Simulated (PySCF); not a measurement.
Steps of a relaxation of Gd(SH)3(H2O)

Gd(SH)3(H2O) (singlet in the valence; each metal's 4f electrons, 7 of them, lie in its core potential, out of spins and levels). PySCF 2.14.0, RKS PBE0, Gd lcecp-1-SVP with ECP53, S def2-SVP, H def2-SVP, O def2-SVP; non-relativistic Hamiltonian with scalar-relativistic core potentials where named; density fitting; no spin-orbit coupling. Origin of the start: template. Columns: position (Å) and force (eV/Å). Energies are counted from the last step; some of the 60 steps are shown. Forces carry noise of the integration grid, about 0.01 to 0.03 eV/Å.

Run from Python with OMP_NUM_THREADS=2. Where DIIS fails, smearing, a level shift and second-order steps follow.
It took 7.5 min on 2 threads of Arm Neoverse V1 (shared host), from the converged density of the start.

```xyz
10
step 0  E = 0.508 eV
Gd   -0.0917    0.0976   -0.0995     0.67   -0.76    0.76
S     1.4837    1.6731    1.4760    -0.73   -0.02   -0.71
H     2.2050    0.8022    2.1973     0.04   -0.29    0.02
S    -1.6672   -1.4779    1.4760     0.53    0.21   -0.81
H    -2.3885   -0.6070    2.1973    -0.02    0.30    0.12
S     1.4837   -1.4779   -1.6750    -0.43    0.84    0.32
H     1.1436   -2.7299   -1.3348    -0.21   -0.20    0.15
O    -1.5192    1.5251   -1.5270    -0.05    0.16   -0.05
H    -1.5455    2.4944   -1.5533     0.06   -0.14    0.06
H    -2.1742    1.2370   -2.1820     0.14   -0.09    0.13
```

```xyz
10
step 20  E = 0.037 eV
Gd   -0.0181   -0.2161    0.1239     0.04   -0.08   -0.12
S     0.9063    1.8599    1.4586     0.14   -0.05    0.07
H     2.2089    1.4733    1.4584    -0.12    0.06   -0.04
S    -2.0943   -1.5506    1.0068     0.01   -0.04   -0.07
H    -2.2129   -0.7392    2.0803    -0.05    0.07    0.09
S     1.5895   -1.5775   -1.4496     0.01    0.10    0.04
H     0.7768   -2.6564   -1.5186    -0.04   -0.04    0.02
O    -1.2156    1.3611   -1.2422     0.14   -0.19    0.08
H    -0.9102    2.2692   -1.3308     0.09    0.23    0.01
H    -2.1008    1.3127   -1.6122    -0.23   -0.05   -0.09
```

```xyz
10
step 39  E = 0.012 eV
Gd    0.0110   -0.2949    0.0727    -0.01    0.05   -0.03
S     0.8741    1.7620    1.4775     0.04   -0.01    0.01
H     2.1830    1.6410    1.1486    -0.04    0.01   -0.01
S    -2.1530   -1.5095    0.9231    -0.01    0.00    0.00
H    -2.3185   -0.6160    1.9285     0.00    0.00    0.00
S     1.6655   -1.6548   -1.4366    -0.01   -0.02    0.01
H     0.8830   -2.7616   -1.4276     0.02    0.01    0.00
O    -1.1573    1.3666   -1.2422     0.03   -0.01    0.04
H    -0.9662    2.2826   -0.9925     0.04   -0.02    0.03
H    -2.0922    1.3212   -1.4769    -0.05   -0.01   -0.05
```

Question: Where does the relaxation end?

Answer: It converges at step 59 in C1:
```xyz
10
step 59  E = 0
Gd   -0.0670   -0.3711    0.0519
S     0.7446    1.7569    1.4172
H     1.9850    1.8236    0.8798
S    -2.1385   -1.6444    1.0197
H    -2.3260   -0.6973    1.9716
S     1.5978   -1.6905   -1.4810
H     0.9288   -2.8615   -1.3519
O    -1.0799    1.4161   -1.1853
H    -0.8239    2.2057   -0.6738
H    -1.8915    1.5991   -1.6735
```

Question: How did the contacts change?

Answer: 
```
     contact  start (Å)  end (Å)
 Gd1–S2 (SH)      2.729    2.655
 Gd1–S4 (SH)      2.729    2.617
 Gd1–S6 (SH)      2.729    2.620
Gd1–O8 (H2O)      2.473    2.398
```


No frequency check is given that shows the relaxed geometry to be a minimum. An lcecp potential fixes the number of 4f electrons, so in runs with it no electron can move into or out of that shell.
